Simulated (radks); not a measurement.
Removal energies from the samarium ion Sm10+, [Kr] 4d10 4f2 5s2 5p2, by Delta-SCF beside the eigenvalue of the level emptied. All-electron calculation, scalar-relativistic Kohn-Sham, PBEsol, spin-polarised, spherical densities, finite nucleus; Fermi nuclear charge, rms radius of each element as measured or else 0.836 A^(1/3) + 0.57 fm. Program: a radial shooting solver on a logarithmic mesh with Libxc functionals. Open shells are filled with parallel spins first.

5p: final configuration [Kr] 4d10 4f2 5s2 5p1; Delta-SCF (eV) 172.46; -eigenvalue (eV) 164.31
4f: final configuration [Kr] 4d10 4f1 5s2 5p2; Delta-SCF (eV) 187.84; -eigenvalue (eV) 173.77
5s: final configuration [Kr] 4d10 4f2 5s1 5p2; Delta-SCF (eV) 195.66; -eigenvalue (eV) 187.29
4d: final configuration [Kr] 4d9 4f2 5s2 5p2; Delta-SCF (eV) 318.46; -eigenvalue (eV) 303.70
